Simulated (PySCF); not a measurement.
## Heteronuclear NMR

Geometry (Å), atoms numbered from 1 in this order:
```xyz
19

C    -1.790   -1.491   -0.364
Si   -1.225    0.318   -0.458
C    -1.654    1.280    1.120
N     0.552    0.295   -0.580
N     1.153    0.890   -1.606
C     2.451    0.732   -1.448
C     2.732    0.010   -0.282
C     1.481   -0.256    0.252
C     1.142   -0.947    1.418
N     0.874   -1.515    2.380
H    -1.409   -1.980    0.530
H    -1.445   -2.060   -1.223
H    -2.873   -1.559   -0.338
H    -1.587    1.001   -1.696
H    -1.257    0.787    2.004
H    -1.249    2.288    1.092
H    -2.729    1.361    1.246
H     3.139    1.133   -2.165
H     3.685   -0.278    0.111
```

Method: structure optimised with GFN2-xTB, σ from GIAO-PBE0/pcSseg-1, in PySCF (rapidly exchanging positions averaged, a single conformation, no solvent model, non-relativistic).

Question: What are the $^{29}$Si shifts?

Answer: 
| atoms | environment | σ (ppm) | δ (ppm) |
| --- | --- | --- | --- |
| Si2 | silicon bonded to 2 C, N, H | 342.2 | -1.3 |

Shieldings were converted by a linear fit to measured shifts: $^{29}$Si: δ = 279.94 − 0.822σ (rms 8.9 ppm, 72 shifts, 25.8 ppm with the 6 outliers that the fit left out vs TMS, solution or neat liquid). A few per cent of atoms miss by over 2 rms, more outside the fitted compound classes.

On a 400 MHz spectrometer $^{29}$Si resonates near 79.5 MHz, so 1 ppm is 79.5 Hz.

Question: What are the $^{15}$N shifts?

Answer: 
| atoms | environment | σ (ppm) | δ (ppm) |
| --- | --- | --- | --- |
| N5 | pyridine-type nitrogen of an azole | -112.5 | -44.4 |
| N10 | nitrile nitrogen | -66.4 | -86.9 |
| N4 | pyrrole-type ring nitrogen | 14.3 | -161.2 |

Shieldings were converted by a linear fit to measured shifts: $^{15}$N (scatter 6.3 ppm rms vs CH3NO2, solution or neat liquid). A few per cent of atoms miss by over 2 rms, more outside the fitted compound classes.

On a 600 MHz spectrometer $^{15}$N resonates near 60.8 MHz, so 1 ppm is 60.8 Hz.
